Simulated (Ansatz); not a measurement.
`[SnH3][CH2][SnH3]` + `C=CC1=CC1` → `C=[CH][SnH3]` + `[SnH3][CH2]C1=CC1`  (formal exchange of groups at the Sn–C bond)

Program: Ansatz. Geometries: PBE0-D4/def2-TZVP. ΔE: electronic, gas phase. CCSD(T)/CBS adds triple-zeta CCSD(T) − MP2 to the extrapolated MP2 energy (def2 sets, frozen cores). def2 core potentials past Kr. For Sn outer-core shells are correlated without core-valence functions, which leaves a few kJ/mol of doubt a bond. Each species was taken in one conformer, which may not be the lowest.

```tsv
species	CCSD/def2-TZVPP energy (Eh)
`[SnH3][CH2][SnH3]`	-470.07984
`C=CC1=CC1`	-193.62093
`C=[CH][SnH3]`	-293.24860
`[SnH3][CH2]C1=CC1`	-370.44218
```

Question: Work out ΔE.

Answer: ΔE = (-293.24860) + (-370.44218) − (-470.07984) − (-193.62093) = 0.00999 Eh = +6.3 kcal/mol. CCSD(T)/CBS gives +7.1 kcal/mol.

Largest T1 diagnostic among the species: 0.013.
